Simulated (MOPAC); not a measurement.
A run for MOPAC: PM3 on BH3Se (SMILES B[SeH]), a point of a bond scan (R = 1.067 Å).

```
PM3 1SCF PRECISE CHARGE=0 THREADS=1
BH3Se

B      0.45012458 1    -0.03983348 1    -1.50253169 1
H     -0.21524264 1    -0.50797878 1    -2.19364327 1
H      1.48655015 1     0.43721308 1    -1.81939992 1
Se    -0.13171131 1    -0.01087557 1     0.31515847 1
H      1.03018385 1     0.69171863 1     0.88710390 1
```

The log:

```
*******************************************************************************
 **                                                                           **
 **                              MOPAC v23.2.5                                **
 **                                                                           **
 *******************************************************************************
 ** MOPAC's Digital Object Identifier: https://doi.org/10.5281/zenodo.6511958 **
 **                                                                           **
 ** Please cite the open-source release paper for use of this MOPAC version:  **
 ** J. E. Moussa and J. J. P. Stewart (2026)                                  **
 ** MOPAC: An open-source semiempirical molecular orbital program             **
 ** J. Open Source Softw., 11(119), 8025, https://doi.org/10.21105/joss.08025 **
 *******************************************************************************

                              PM3 CALCULATION RESULTS

 *******************************************************************************
 *  PM3        - The PM3 Hamiltonian to be used
 *
 *
 *
 *                 CHARGE ON SYSTEM = 0
 *
 *
 *
 *  PRECISE    - TIGHTER CRITERIA TO BE USED
 *  1SCF       - DO 1 SCF AND THEN STOP
 *  THREADS=1  - MULTI-THREADING NOT USED
 *  T=         - A TIME OF 172800.0 SECONDS REQUESTED
 *  DUMP=N     - RESTART FILE WRITTEN EVERY 7200.0 SECONDS REQUESTED
 *******************************************************************************
PM3 1SCF PRECISE CHARGE=0 THREADS=1
 BH3Se

   ATOM   CHEMICAL          X               Y               Z
  NUMBER   SYMBOL      (ANGSTROMS)     (ANGSTROMS)     (ANGSTROMS)

     1       B          0.45012458  *  -0.03983348  *  -1.50253169  *
     2       H         -0.21524264  *  -0.50797878  *  -2.19364327  *
     3       H          1.48655015  *   0.43721308  *  -1.81939992  *
     4      Se         -0.13171131  *  -0.01087557  *   0.31515847  *
     5       H          1.03018385  *   0.69171863  *   0.88710390  *



          CARTESIAN COORDINATES

    NO.       ATOM           X           Y           Z

     1         B          0.4501     -0.0398     -1.5025
     2         H         -0.2152     -0.5080     -2.1936
     3         H          1.4866      0.4372     -1.8194
     4        Se         -0.1317     -0.0109      0.3152
     5         H          1.0302      0.6917      0.8871

  H: (PM3): J. J. P. STEWART, J. COMP. CHEM. 10, 209 (1989).
  B: (PM3): J. J. P. STEWART, J. MOL. MOD., 10, 155-164 (2004)
 Se: (PM3): J. J. P. STEWART, J. COMP. CHEM. 12, 320-341 (1991).

           Empirical Formula: H3 B Se  =     5 atoms



      MOLECULAR POINT GROUP   :   Cs


      RHF CALCULATION, NO. OF DOUBLY OCCUPIED LEVELS = 6


 -------------------------------------------------------------------------------
 PM3 1SCF PRECISE CHARGE=0 THREADS=1
 BH3Se



     1SCF WAS SPECIFIED, SO BFGS WAS NOT USED
     SCF FIELD WAS ACHIEVED


                              PM3 CALCULATION
                                                       MOPAC v23.2.5 Linux




          FINAL HEAT OF FORMATION =         30.45558 KCAL/MOL =     127.42615 KJ/MOL


          COSMO AREA              =         86.47 SQUARE ANGSTROMS
          COSMO VOLUME            =         70.24 CUBIC ANGSTROMS

          IONIZATION POTENTIAL    =         10.843182 EV
          HOMO LUMO ENERGIES (EV) =        -10.843 -0.722
          NO. OF FILLED LEVELS    =          6
          MOLECULAR WEIGHT        =         92.7937         POINT GROUP:  Cs

          MOLECULAR DIMENSIONS (Angstroms)

            Atom       Atom       Distance
            H     5    H     2     3.53290
           Se     4    H     3     2.46560
            B     1    H     5     0.00000


          SCF CALCULATIONS        =          1





   ATOM   CHEMICAL          X               Y               Z
  NUMBER   SYMBOL      (ANGSTROMS)     (ANGSTROMS)     (ANGSTROMS)

     1       B          0.45012458  *  -0.03983348  *  -1.50253169  *
     2       H         -0.21524264  *  -0.50797878  *  -2.19364327  *
     3       H          1.48655015  *   0.43721308  *  -1.81939992  *
     4      Se         -0.13171131  *  -0.01087557  *   0.31515847  *
     5       H          1.03018385  *   0.69171863  *   0.88710390  *

                             CARTESIAN COORDINATES

   1    B        0.450124580    -0.039833480    -1.502531690
   2    H       -0.215242640    -0.507978780    -2.193643270
   3    H        1.486550150     0.437213080    -1.819399920
   4   Se       -0.131711310    -0.010875570     0.315158470
   5    H        1.030183850     0.691718630     0.887103900


           Empirical Formula: H3 B Se  =     5 atoms



      MOLECULAR POINT GROUP   :   Cs


                  EIGENVALUES
 -24.12299 -19.00189 -15.22264 -13.02667 -10.91049 -10.84318  -0.72248  -0.22924
   0.20956   3.96031   4.62252


              NET ATOMIC CHARGES AND DIPOLE CONTRIBUTIONS

  ATOM NO.   TYPE          CHARGE      No. of ELECS.   s-Pop       p-Pop
    1          B          -0.253558        3.2536     1.05543     2.19813
    2          H           0.057176        0.9428     0.94282
    3          H           0.053166        0.9468     0.94683
    4         Se           0.144361        5.8556     1.83008     4.02556
    5          H          -0.001145        1.0011     1.00115
 DIPOLE           X         Y         Z       TOTAL
 POINT-CHG.    -0.325     0.009     0.977     1.029
 HYBRID         1.201     0.522    -0.538     1.416
 SUM            0.876     0.531     0.438     1.114


          ATOMIC ORBITAL ELECTRON POPULATIONS

     Atom    s        px        py        pz
    1  B   1.05543   0.86382   0.41998   0.91433
    2  H   0.94282
    3  H   0.94683
    4 Se   1.83008   1.26932   1.60747   1.14877
    5  H   1.00115

 **********************
 *                    *
 * JOB ENDED NORMALLY *
 *                    *
 **********************




 == MOPAC DONE ==
```

The run finished.

Cost: about 0.020 core-seconds (a rough figure).
